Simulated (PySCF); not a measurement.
H2O4P, SMILES [O]P(=O)(O)O (connectivity only; charge and spin as stated), charge -1, multiplicity 1. Atoms are numbered in the order given.

```xyz
7

O      1.0022     0.8953    -0.8528
P      0.0000     0.0000    -0.1702
O     -1.0022    -0.8953    -0.8528
O      0.8410    -0.9789     0.8948
O     -0.8410     0.9789     0.8948
H      0.3300    -1.7928     0.9403
H     -0.3300     1.7928     0.9403
```
Charge -1, spin multiplicity 1.

The structure is a stationary point at PBE0-D3(BJ)/def2-SVPD. The multiplicity is an assumed one; other spin states were not compared. The isomer is the one that the SMILES or the coordinates give; other isomers of the formula were not compared. The values are those of a single conformer.

Method: PBE/def2-SVPD (PySCF).

The molecule is in vacuum.

The total energy comes out as -642.86268 hartree. The point group comes out as C2 and the highest occupied level is -1.12 eV. The lowest empty level comes out as 3.56 eV, the orbital gap comes out as 4.68 eV and the dipole moment about the centre of nuclear charge comes out as 2.81 D. The mean static polarisability comes out as 49.7 bohr³ (7.37 Å³) and the polarisability, principal values comes out as 47.9, 48.5, 52.8 bohr³.
